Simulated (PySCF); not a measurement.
NMR parameters of Cu(NH3)Br

Cu(NH3)Br, BrCuH3N, point group C3v.

Geometry:
```tsv
atom	x (Å)	y (Å)	z (Å)
Cu1	-0.006	0.005	-1.124
N2	0.000	-0.003	0.827
H3	-0.412	0.846	1.220
H4	0.946	-0.070	1.207
H5	-0.526	-0.789	1.212
Br6	-0.002	0.011	-3.342
```

GIAO calculations in PySCF 2.14.0 with density-fitted response routines on the PBE0-D3(BJ)/def2-SVP structure: isolated species, non-relativistic, equivalent atoms averaged; basis pcSseg-1 (pcSseg-2 on Cu).

Q: Give the isotropic shieldings (ppm) with B3LYP, PBE, PBE0.

A: 
```tsv
atoms	environment	B3LYP	PBE	PBE0
Br6	bromine bonded to Cu	3085	3034	3106
Cu1	Cu bonded to Br, N	962	817	1035
N2	nitrogen bonded to Cu, 3 H	258.1	255.3	262.7
H3/H4/H5	hydrogen on a nitrogen bonded to Cu	29.62	29.37	29.54
HOMO–LUMO gap (eV)	–	4.95	3.36	5.60
```

Q: And the chemical shifts, against references computed in the same way?

A: 
```tsv
atoms	nucleus, reference	B3LYP	PBE	PBE0
Br6	⁷⁹Br, HBr	-540	-482	-522
N2	¹⁵N, NH3	5.4	9.7	3.0
H3/H4/H5	¹H, TMS	1.76	1.83	1.73
```

Q: Which part of the shielding of Br6 depends on the functional?

A: Diamagnetic: B3LYP 3123, PBE 3122, PBE0 3123 ppm; paramagnetic: B3LYP -38, PBE -89, PBE0 -16 ppm. The diamagnetic part, set mainly by inner electrons, hardly moves; the paramagnetic part goes with low-lying magnetically allowed excitations and carries the spread.

Q: What couplings does PBE/pcJ-1 (pcSseg-1 on Br, pcSseg-1 on Cu) give?

A: ¹J(N2,H3) = -63.5, ²J(H3,H4) = -9.3 Hz (averaged over equivalent pairs; isotopes ¹⁵N, ¹H).

Relativistic effects, spin–orbit coupling among them, are left out; they matter for Br and for the light atoms bonded to it. Experimental scales use liquid or dissolved standards, which lie at an offset from isolated NH3 (liquid NH3: subtract about 20 ppm).
